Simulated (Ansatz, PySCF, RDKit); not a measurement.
Noncovalent pair: CH4O (SMILES CO) (first 6 atoms) with C2H6O (SMILES COC); geometry from B3LYP-D3(BJ)/def2-TZVP, rigid monomers moved along the line of their centres of mass till H6···O8 is 3.31 Å.
(charge 0, multiplicity 1):
```csv
atom,x (Å),y (Å),z (Å)
C,0.1363,-0.0718,-0.2436
O,0.3762,0.9196,0.7360
H,0.7891,-0.9452,-0.1216
H,0.3425,0.3716,-1.2182
H,-0.9047,-0.4182,-0.2399
H,0.2018,0.5354,1.6109
C,-1.1782,0.3838,5.5060
O,-0.1487,-0.2882,4.8024
C,1.0803,-0.3067,5.5070
H,-0.9063,1.4271,5.7030
H,-1.3894,-0.1150,6.4586
H,-2.0681,0.3574,4.8802
H,1.4373,0.7103,5.7054
H,1.8043,-0.8241,4.8807
H,0.9761,-0.8398,6.4587
```

Monomers are frozen at their geometry in the pair; levels with a basis set take the counterpoise correction. Rows marked so take none. RDKit's UFF carries no charges.

Frozen-core correlation. Rows in 6-31G* carry no dispersion term and start afresh at each structure (6-31G* with six Cartesian d functions). MP2/6-31G* freezes PySCF's default core.

Programs: Ansatz (a quantum-chemistry and plane-wave program) with Gaussian orbitals; PySCF for 6-31G* rows, the dispersion terms; RDKit for the force fields. Values without a source in brackets are computed.

| level | interaction energy (kcal/mol) |
|---|---|
| MMFF94 | -1.59 |
| UFF | -0.40 |
| PBE-D3(BJ)/def2-TZVPPD | (withheld) |
| BP86/6-31G* (no counterpoise) | -1.55 |
| r2SCAN-D3(BJ)/def2-TZVPPD | -1.59 |
| M06-2X/6-31G* (no counterpoise) | (withheld) |
| MP2/6-31G* | -1.59 |
| SCS-MP2/aug-cc-pVDZ | -1.54 |
| CCSD(T)/aug-cc-pVDZ | -1.60 |

Task: Fill in the missing entries.

Result: 
- PBE-D3(BJ)/def2-TZVPPD, interaction energy (kcal/mol): -1.67
- M06-2X/6-31G* (no counterpoise), interaction energy (kcal/mol): -1.87
